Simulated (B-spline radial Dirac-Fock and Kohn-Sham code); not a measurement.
**Core-level shifts of rhodium with charge state**

Method: Dirac-Fock energy differences between relaxed states, corrected for Breit and QED terms. Computed with a radial finite-basis atomic code. Each ion is free and in its tabulated ground configuration. Correlation and solid-state effects are left out.

Reference: Rh, [Kr] 4d8 5s1, with L2 (2p1/2) 3156.2 eV, L3 (2p3/2) 3013.7 eV, M1 (3s) 639.2 eV, N2 (4p1/2) 62.22 eV, N3 (4p3/2) 58.38 eV. Shifts from it, in eV (a dash: the subshell is empty, belongs to an open shell averaged over j, or its hole state is left out as unreliable):

```
  ion      configuration  L2 (2p1/2)  L3 (2p3/2)  M1 (3s)  N2 (4p1/2)  N3 (4p3/2)
  Rh⁺           [Kr] 4d8        +8.5        +8.5     +8.4        +8.5        +8.5
 Rh²⁺           [Kr] 4d7       +23.8       +23.8    +23.7       +22.4       +22.3
 Rh³⁺           [Kr] 4d6       +41.1       +41.1    +40.8       +37.6       +37.5
 Rh⁴⁺           [Kr] 4d5       +60.2       +60.2    +59.4       +54.0       +53.7
 Rh⁵⁺           [Kr] 4d4       +80.8       +80.9    +79.6       +71.3       +70.9
 Rh⁶⁺           [Kr] 4d3      +103.0      +103.0   +101.1       +89.6       +89.0
 Rh⁷⁺           [Kr] 4d2      +126.7      +126.7   +123.8      +108.6      +107.9
 Rh⁸⁺           [Kr] 4d1      +151.7      +151.7   +147.8      +128.5      +127.6
 Rh⁹⁺  [Ar] 3d10 4s2 4p6      +178.1      +178.1   +173.0      +149.0      +148.0
Rh¹⁰⁺  [Ar] 3d10 4s2 4p5           ?           ?        ?           ?           ?
```

Problem. Give the missing shifts for Rh¹⁰⁺.

Solution. L2 (2p1/2) +208.0, L3 (2p3/2) –, M1 (3s) +201.0, N2 (4p1/2) –, N3 (4p3/2) – (eV).
